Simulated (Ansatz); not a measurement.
Species: dichloro(difluoro)silane, sum formula SiCl2F2, net charge 0, singlet state. 
Structure (B3LYP-D3(BJ)/def2-TZVP (Ansatz, an electronic-structure program) minimum search):
```xyz
5

Si    -0.0174    -0.3276     0.0117
F      0.0230    -1.2155     1.3135
F     -0.1563    -1.2966    -1.2238
Cl    -1.6227     0.8923     0.0862
Cl     1.7076     0.7074    -0.1433
```

Quantity: vertical triplet-singlet gap (E(triplet) - E(singlet); each state is the SCF solution reached for its spin), in kcal/mol. Correlated levels leave the core frozen unless marked. Open shells are spin-unrestricted. No spin-orbit coupling. No relativistic terms.  The program attaches cautions to a run behind CCSD(T)/aug-cc-pV(D+d)Z: other roots.

```csv
level,program,vertical triplet-singlet gap (kcal/mol)
HF/aug-cc-pV(Q+d)Z,Ansatz,191.7
SVWN5/def2-TZVPD,Ansatz,163.8
r2SCAN/def2-TZVPD,Ansatz,174.2
BHLYP/def2-TZVPD,Ansatz,187.3
MP2/aug-cc-pV(Q+d)Z,Ansatz,200.6
RI-MP2/aug-cc-pV(Q+d)Z,Ansatz,200.6
SCS-MP2/aug-cc-pV(Q+d)Z,Ansatz,202.6
CCSD(T)/aug-cc-pV(D+d)Z,Ansatz,187.6
CCSD(T)/aug-cc-pV(Q+d)Z,Ansatz,193.4
```
